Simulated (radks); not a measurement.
Q: The mean radii <r> (bohr) of the occupied orbitals of an atom or ion are listed with their occupations. Method: scalar-relativistic Kohn-Sham, r2SCAN, spin-unpolarised, spherical densities, finite nucleus; meta-GGA in the generalised Kohn-Sham scheme; Fermi nuclear charge, rms radius of each element as measured or else 0.836 A^(1/3) + 0.57 fm; computed with a radial shooting solver on a logarithmic mesh with Libxc functionals.

orbital  occ.      <r>
1s          2  0.02972
2s          2   0.1285
2p          6   0.1122
3s          2   0.3478
3p          6   0.3466
3d         10   0.3243
4s          2   0.8505
4p          6   0.9224
4d         10    1.145

Name the element and its charge.

A: Z = 49, indium, charge +3: In3+ in [Kr] 4d10. The 1s radius gives Z: for a bare nucleus <r> = (2 gamma + 1)/(2Z) with gamma = sqrt(1 - (Z/c)^2), 0.02926 bohr for Z = 49, and screening makes it slightly larger (0.02972 here). The occupations add up to 46, and the charge is Z minus that.
